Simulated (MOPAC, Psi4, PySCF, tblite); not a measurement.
Two rigid molecules brought together: CH2O2 ··· H4Si (SMILES O=CO and [SiH4]). Monomers: optimised at B3LYP-D3(BJ) (def2-TZVP), held rigid. Orientation: lowest of the rigid-body minima from ten starts at GFN2-xTB. Only R, the distance of the centres of mass, is varied, so the lowest point isn't the relaxed dimer.

Geometry at R = 3.41 Å (first 5 atoms: monomer A):
```
10

O      0.8185    -0.5284     0.0028
C     -0.4225    -0.0129     0.0000
O     -0.6843     1.1549    -0.0060
H      1.4469     0.2131    -0.0010
H     -1.1587    -0.8266     0.0042
Si     1.7033     3.0903     0.4390
H      0.5611     3.7399    -0.2427
H      2.2842     2.0569    -0.4476
H      1.2349     2.4581     1.6929
H      2.7331     4.1063     0.7533
```

- MP2/aug-cc-pVDZ = Psi4 1.11 with DF-MP2/aug-cc-pVDZ, frozen core, counterpoise-corrected
- GFN2-xTB (tblite)
- RKS-B3LYP/LANL2DZ = restricted B3LYP/LANL2DZ, with its core potentials past Ne, no counterpoise correction run with PySCF
- PM7, restricted, heats of formation (MOPAC)
- wB97X-D/def2-TZVP, counterpoise-corrected (Psi4)

Interaction energies in kJ/mol (negative: bound); R is the distance of the centres of mass, d the H4···H8 distance.

| R / Å | d / Å | MP2/aug-cc-pVDZ | GFN2-xTB | RKS-B3LYP/LANL2DZ | PM7 | wB97X-D/def2-TZVP |
|---|---|---|---|---|---|---|
| 2.80 | 1.52 | 37.83 | 16.81 | 55.07 | 47.75 | 32.75 |
| 3.02 | 1.72 | 11.20 | -3.92 | 22.65 | 25.81 | 7.67 |
| 3.24 | 1.92 | -0.71 | -10.75 | 7.05 | 12.48 | -3.37 |
| 3.41 | 2.07 | -4.66 | -11.62 | 1.23 | 5.82 | -6.78 |
| 3.64 | 2.29 | -6.35 | -10.37 | -2.15 | 0.38 | -7.82 |
| 3.84 | 2.48 | -6.19 | -8.58 | -2.98 | -1.97 | -7.16 |
| 4.14 | 2.77 | -4.99 | -6.10 | -2.82 | -2.96 | -5.41 |
| 4.41 | 3.03 | -3.80 | -4.44 | -2.23 | -2.58 | -3.99 |
| 4.91 | 3.52 | -2.14 | -2.53 | -1.20 | -1.31 | -2.24 |
| 5.63 | 4.22 | -0.94 | -1.20 | -0.38 | -0.45 | -0.95 |
| 6.62 | 5.20 | -0.34 | -0.49 | -0.10 | -0.17 | -0.32 |
| 7.87 | 6.44 | -0.12 | -0.20 | -0.03 | -0.06 | -0.11 |

Lowest grid point: MP2/aug-cc-pVDZ -6.35 kJ/mol at R = 3.64 Å; GFN2-xTB -11.62 kJ/mol at R = 3.41 Å; RKS-B3LYP/LANL2DZ -2.98 kJ/mol at R = 3.84 Å; PM7 -2.96 kJ/mol at R = 4.14 Å; wB97X-D/def2-TZVP -7.82 kJ/mol at R = 3.64 Å.
